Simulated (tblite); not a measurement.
Compound: C₆H₁₀F (doublet state).
SMILES with atom numbers: `[CH3:1][CH2:2][C@H:3]([CH3:4])/[C:5]=[CH:6]\[F:7]` (hydrogens: H8, H9, H10 on C1; H11, H12 on C2; H13 on C3; H14, H15, H16 on C4; H17 on C6)
Bond orders are those of one Lewis drawing.

Computed with GFN2-xTB (tblite), gas phase: L-BFGS steps from a force-field or distance-geometry start until the largest atomic force falls under 0.01 eV/Å.

Step 9: E = -613.8742 eV
```
atom  x, y, z in Å  |  force x, y, z in eV/Å
C1      1.2761   -1.6728    0.2808   -0.013   0.000  -0.008
C2      1.1543   -0.1662    0.4704   -0.003  -0.011  -0.014
C3     -0.0342    0.4395   -0.3182    0.069   0.020  -0.010
C4      0.0362    1.9800   -0.2679    0.001  -0.026  -0.017
C5     -1.3069   -0.0040    0.1802    0.026  -0.014  -0.012
C6     -2.4141   -0.4202    0.6653   -0.038   0.004  -0.021
F7     -2.5684   -1.6119    1.3559    0.039  -0.043   0.030
H8      1.3860   -1.9237   -0.7732   -0.005   0.022   0.015
H9      2.1501   -2.0457    0.8118   -0.037   0.004  -0.001
H10     0.3955   -2.1837    0.6636   -0.008   0.032  -0.003
H11     1.0312    0.0606    1.5309   -0.003   0.015  -0.013
H12     2.0687    0.3194    0.1201   -0.020  -0.005   0.021
H13     0.0523    0.1171   -1.3648    0.001   0.017   0.020
H14    -0.7847    2.4075   -0.8385    0.023   0.020  -0.008
H15     0.9777    2.3249   -0.6900   -0.024  -0.004   0.014
H16    -0.0403    2.3306    0.7589    0.022  -0.028  -0.013
H17    -3.3866    0.0607    0.5980   -0.031  -0.003   0.021
```

Step 10: E = -613.8747 eV
```
atom  x, y, z in Å  |  force x, y, z in eV/Å
C1      1.2746   -1.6717    0.2807   -0.013   0.007  -0.005
C2      1.1537   -0.1653    0.4701    0.001  -0.003  -0.003
C3     -0.0343    0.4392   -0.3196    0.058   0.005   0.007
C4      0.0373    1.9790   -0.2680   -0.005  -0.021  -0.015
C5     -1.3073   -0.0043    0.1793    0.028  -0.011  -0.020
C6     -2.4136   -0.4214    0.6661   -0.018  -0.006  -0.023
F7     -2.5640   -1.6147    1.3572    0.027  -0.005   0.013
H8      1.3844   -1.9222   -0.7729   -0.002   0.016   0.002
H9      2.1472   -2.0464    0.8122   -0.028   0.003   0.004
H10     0.3926   -2.1801    0.6626   -0.013   0.022   0.001
H11     1.0302    0.0620    1.5305   -0.006   0.013  -0.012
H12     2.0667    0.3229    0.1202   -0.009  -0.018   0.020
H13     0.0547    0.1151   -1.3655   -0.011   0.025   0.021
H14    -0.7836    2.4074   -0.8374    0.019   0.028  -0.018
H15     0.9792    2.3230   -0.6893   -0.023   0.001   0.009
H16    -0.0392    2.3288    0.7591    0.024  -0.030  -0.013
H17    -3.3856    0.0608    0.5980   -0.029  -0.026   0.034
```

Step 11: E = -613.8751 eV
```
atom  x, y, z in Å  |  force x, y, z in eV/Å
C1      1.2732   -1.6706    0.2806   -0.013   0.010  -0.001
C2      1.1532   -0.1647    0.4699    0.004   0.006   0.009
C3     -0.0335    0.4389   -0.3206    0.019  -0.010   0.016
C4      0.0380    1.9778   -0.2683   -0.008  -0.008  -0.009
C5     -1.3072   -0.0049    0.1784    0.018  -0.009  -0.021
C6     -2.4134   -0.4224    0.6662    0.009  -0.013  -0.022
F7     -2.5599   -1.6171    1.3585    0.017   0.030  -0.006
H8      1.3832   -1.9207   -0.7726    0.000   0.010  -0.011
H9      2.1443   -2.0470    0.8126   -0.018   0.001   0.010
H10     0.3899   -2.1767    0.6619   -0.020   0.012   0.002
H11     1.0293    0.0634    1.5299   -0.008   0.010  -0.005
H12     2.0650    0.3254    0.1207    0.010  -0.024   0.014
H13     0.0566    0.1140   -1.3659   -0.015   0.026   0.012
H14    -0.7822    2.4078   -0.8369    0.012   0.028  -0.024
H15     0.9800    2.3217   -0.6886   -0.011   0.007   0.000
H16    -0.0379    2.3266    0.7591    0.021  -0.028  -0.006
H17    -3.3855    0.0605    0.5986   -0.017  -0.047   0.041
```

Q: Estimate the geometry and energy of step 12. (The exact step hangs on the optimiser's Hessian estimate; all steps are aligned on step 11, rigid shifts and turns removed.)

A: E = -613.8755 eV, largest force 0.072 eV/Å
```
atom  x, y, z in Å  |  force x, y, z in eV/Å
C1      1.2717   -1.6696    0.2805   -0.011   0.008   0.003
C2      1.1529   -0.1642    0.4698    0.006   0.012   0.016
C3     -0.0324    0.4386   -0.3212   -0.023  -0.016   0.014
C4      0.0385    1.9767   -0.2687   -0.007   0.009  -0.003
C5     -1.3068   -0.0057    0.1772    0.002  -0.006  -0.016
C6     -2.4131   -0.4234    0.6656    0.028  -0.016  -0.017
F7     -2.5560   -1.6186    1.3596    0.010   0.048  -0.017
H8      1.3821   -1.9191   -0.7726    0.000   0.004  -0.017
H9      2.1414   -2.0474    0.8131   -0.008  -0.003   0.014
H10     0.3873   -2.1736    0.6613   -0.025   0.003   0.002
H11     1.0283    0.0648    1.5293   -0.010   0.007   0.007
H12     2.0638    0.3269    0.1215    0.030  -0.025   0.007
H13     0.0578    0.1137   -1.3659   -0.013   0.021  -0.004
H14    -0.7808    2.4088   -0.8370    0.006   0.022  -0.024
H15     0.9804    2.3207   -0.6880    0.004   0.011  -0.009
H16    -0.0363    2.3243    0.7588    0.014  -0.021   0.002
H17    -3.3859    0.0592    0.6001   -0.002  -0.059   0.041
```

The energy changes by -0.0004 eV. The first-order estimate −F·Δx gives -0.0005 eV and the mean of the old and new forces, exact on a quadratic surface, -0.0004 eV. The step makes an angle of 62° with the force vector and moves no atom by more than 0.004 Å.

What follows is the cost of the whole relaxation. Time: 0.56 s of wall time. Hardware: one thread of an Arm Neoverse V2, no GPU (shared host).
